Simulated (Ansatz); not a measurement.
Computed with Ansatz on PBE0-D4/def2-TZVP structures; ΔE is electronic, products minus reactants. CCSD(T)/CBS is the MP2 limit (def2-TZVPP, def2-QZVPP) plus CCSD(T) − MP2 in def2-TZVPP, frozen cores. Functionals use def2-TZVPP. Elements past krypton have def2 core potentials. For In outer-core shells are correlated without core-valence functions, which leaves a few kJ/mol of doubt a bond. One conformer a species, not always the lowest.

`C[O][In]([O][SiH3])[N](C)C` + `[CH3][Al]([OH])[SiH3]` → `C[N](C)[In]([CH3])[O][SiH3]` + `C[O][Al]([OH])[SiH3]`  (redistribution)

CCSD(T)/CBS gives -113.3 kJ/mol.

Problem. Another level gave -117.4 kJ/mol. Which?
A. r2SCAN-D4/def2-TZVPP
B. BHLYP/def2-TZVPP
C. revPBE-D4/def2-TZVPP
D. LDA (SPW92)/def2-TZVPP

Solution. D. LDA (SPW92) -117.4, revPBE-D4 -103.9, r2SCAN-D4 -112.8, BHLYP -121.5 kJ/mol.

Largest T1 diagnostic among the species: 0.015.

Leaving LDA and LC-ωPBE aside and taking each functional with its dispersion term where it has one, the values, not all of them listed here, spread over 17.8 kJ/mol, from BHLYP-D4 to revPBE-D4. LDA lies −10.9 kJ/mol from PBE without D4. From PBE to PBE0 (25 % exact exchange), in def2-TZVPP and without D4, ΔE moves by −6.2 kJ/mol.
